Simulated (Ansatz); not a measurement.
`BCBO` + H–F → `BCBF` + H₂O  (ligand exchange at a B–O bond)

Program: Ansatz. Geometries: PBE0-D4/def2-TZVP. ΔE: electronic, gas phase. CCSD(T)/CBS adds triple-zeta CCSD(T) − MP2 to the extrapolated MP2 energy (def2 sets, frozen cores). This one scheme is used for every species. DFT in def2-TZVPP. One conformer a species, not always the lowest.

```json
{"level": "PBE-D4", "ΔE (kJ/mol)": "-4.7", "difference from CCSD(T)/CBS": "1.5"}
{"level": "revPBE-D4", "ΔE (kJ/mol)": "-3.5", "difference from CCSD(T)/CBS": "2.7"}
{"level": "BLYP-D4", "ΔE (kJ/mol)": "-8.0", "difference from CCSD(T)/CBS": "-1.8"}
{"level": "r2SCAN-D4", "ΔE (kJ/mol)": "-8.8", "difference from CCSD(T)/CBS": "-2.6"}
{"level": "ωB97X-V", "ΔE (kJ/mol)": "-9.5", "difference from CCSD(T)/CBS": "-3.3"}
{"level": "ωB97M-V", "ΔE (kJ/mol)": "-8.3", "difference from CCSD(T)/CBS": "-2.1"}
{"level": "r2SCAN", "ΔE (kJ/mol)": "-9.3", "difference from CCSD(T)/CBS": "-3.1"}
{"level": "CAM-B3LYP", "ΔE (kJ/mol)": "-11.2", "difference from CCSD(T)/CBS": "-5.0"}
{"level": "CCSD(T)/def2-SVP", "ΔE (kJ/mol)": "-3.4", "difference from CCSD(T)/CBS": "2.8"}
{"level": "CCSD/def2-TZVPP", "ΔE (kJ/mol)": "-7.8", "difference from CCSD(T)/CBS": "-1.6"}
{"level": "CCSD(T)/CBS", "ΔE (kJ/mol)": "-6.2", "difference from CCSD(T)/CBS": "0"}
```

Task: What do rigid-rotor, harmonic-oscillator terms from PBE0-D4/def2-TZVP frequencies (298.15 K, 1 bar) make of the CCSD(T)/CBS value? (Best estimate.)

Result: Computed: ΔZPE = -2.1 kJ/mol, ΔH = -7.4 kJ/mol, ΔS = 13 J/(mol·K), ΔG = -11.4 kJ/mol.

Largest T1 diagnostic among the species: 0.013.

In def2-TZVPP, CCSD(T) changes the Hartree–Fock value by +12.3 kJ/mol (the triples alone add +1.8 kJ/mol) and MP2 by +14.1 kJ/mol. Leaving LDA and LC-ωPBE aside and taking each functional with its dispersion term where it has one, the values, not all of them listed here, spread over 7.8 kJ/mol, from B97M-V to revPBE-D4. LDA lies +5.3 kJ/mol from PBE without D4.
